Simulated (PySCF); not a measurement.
Cl2H4N2Sn, SMILES [NH2][Sn]([NH2])([Cl])[Cl].

The structure is a stationary point at r2SCAN-D4/def2-SVP. The structure was generated by enumeration; whether it is a known compound was not checked. The def2 effective core potentials stand for the cores of Sn; spin–orbit coupling is left out. One conformer was computed; it need not be the lowest.

Level of theory: M06-2X/def2-TZVP (PySCF).

Symmetry labels are those of the subgroup C2 that the program uses (full group C2).

Computed valence orbital energies around the gap with their symmetry:
```csv
orbital,symmetry,energy (eV)
HOMO−7,A,-12.53
HOMO−6,B,-11.84
HOMO−5,B,-10.83
HOMO−4,A,-10.81
HOMO−3,A,-10.63
HOMO−2,B,-10.43
HOMO−1,B,-9.76
HOMO,A,-9.66
LUMO,A,-0.86
LUMO+1,B,0.85
LUMO+2,A,1.03
LUMO+3,B,1.29
```
